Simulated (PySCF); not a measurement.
A GIAO shielding run with PySCF 2.14 (density fitting, non-relativistic, gas phase) on SMILES ClC[SiH]1CCCC1, C$_{5}$H$_{11}$ClSi:

```
$ OMP_NUM_THREADS=1 python probes_run.py task.json out

{"job": {"kind": "nmr", "xc": "PBE0", "basis": "pcSseg-1"}, "charge": 0, "multiplicity": 1}
Cl     3.230761    -1.723439    -0.358742
C      2.450955    -0.136059    -0.125986
Si     0.740612    -0.419085     0.683065
C     -0.506170    -1.228207    -0.506568
C     -1.755435    -0.352162    -0.380072
C     -1.306469     1.102110    -0.269815
C     -0.259958     1.196775     0.844821
H      3.120576     0.447084     0.500173
H      2.398514     0.330878    -1.106724
H      0.938352    -1.134791     1.947384
H     -0.143353    -1.202883    -1.535076
H     -0.736472    -2.266508    -0.279293
H     -2.427956    -0.491238    -1.228435
H     -2.297662    -0.625824     0.527191
H     -0.856978     1.405849    -1.217618
H     -2.154569     1.761204    -0.075730
H      0.318915     2.114225     0.759076
H     -0.762423     1.228389     1.810694
```

Hardware: 1 thread of an Intel Xeon, shared host. The job also computes population analyses, field gradients, ring-centre shieldings.

(1) How large is the calculation?

(2) How long does it take, and how much memory does it need?

## Answers

(1) 72 electrons, 188 basis functions and 1019 auxiliary functions.

(2) 54 s of wall time, with 13 SCF cycles and 4 response iterations; peak memory 0.85 GiB. Times on a shared host scatter by some tens of per cent.
